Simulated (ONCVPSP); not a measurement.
# Which change was made? (Zn, ONCV)

```json
{"Element": "Zn", "Generator": "ONCVPSP 4.0.1", "Type": "optimised norm-conserving Vanderbilt (ONCV)", "Functional": "PBE", "Relativity": "scalar-relativistic", "Frozen core": "[Ne]", "Valence charge": "20", "Reference configuration": "3s2 3p6 3d10 4s1 4p1", "Partial waves": "3s+4s: rc 1.15 bohr, ncon 4, nbas 7, qcut 9.6 1/bohr, 2 projectors; 3p+4p: rc 1.30 bohr, ncon 3, nbas 6, qcut 9.9 1/bohr, 2 projectors; 3d: rc 0.75 bohr, ncon 4, nbas 8, qcut 12.1 1/bohr, 2 projectors, debl 2.7 Ha", "Local potential": "polynomial inside 0.55 bohr (lpopt 2, dvloc0 0 Ha)", "Core correction": "Teter function, fcfact 5, rcfact 1.7"}
```

Cutoffs, loose and tight: the cutoffs (Ha) at which the residual kinetic energy of the hardest occupied pseudo-wave falls to 1 and 0.1 mHa per electron. They do not see the model core or the augmentation charge, which bear on the density cutoff. Test errors are all-electron minus pseudo excitation energies from the reference, over the configurations 3s2 3p6 3d10 4s2 4p0; 3s2 3p6 3d10 4s1 4p0; 3s2 3p6 3d10 4s0 4p0; 3s2 3p5 3d10 4s2 4p0; variants that change the core or the reference have their own tests.

The base gives: outcome: generated; cutoff, loose: 413 Ha; cutoff, tight: 538 Ha; bound ghosts: none; GHOST(+) flags above zero: none; largest test error (meV): +49.

Task: After one change the result is: outcome: generated; cutoff, loose: 397 Ha; cutoff, tight: 462 Ha; bound ghosts: none; GHOST(+) flags above zero: none; largest test error (meV): +31. Which change was it?
A. s: qcut 6.7; p: qcut 6.9; d: qcut 8.4
B. s: qcut 7.9; p: qcut 8.2; d: qcut 10
C. s: qcut 13.9; p: qcut 14.3; d: qcut 17.5
D. s: qcut 10.4; p: qcut 10.7; d: qcut 13
E. s: qcut 12.7; p: qcut 13.1; d: qcut 16

Result: D. The others give: s: qcut 7.9; p: qcut 8.2; d: qcut 10 → outcome: generated; cutoff, loose: 440 Ha; cutoff, tight: 596 Ha; bound ghosts: none; GHOST(+) flags above zero: d; largest test error (meV): +105 | s: qcut 13.9; p: qcut 14.3; d: qcut 17.5 → outcome: generated; cutoff, loose: 137 Ha; cutoff, tight: 191 Ha; bound ghosts: none; GHOST(+) flags above zero: none; largest test error (meV): +11 | s: qcut 6.7; p: qcut 6.9; d: qcut 8.4 → outcome: generated; bound ghosts: none; GHOST(+) flags above zero: p, d; largest test error (meV): +173 | s: qcut 12.7; p: qcut 13.1; d: qcut 16 → outcome: generated; cutoff, loose: 130 Ha; cutoff, tight: 389 Ha; bound ghosts: none; GHOST(+) flags above zero: none; largest test error (meV): +16.
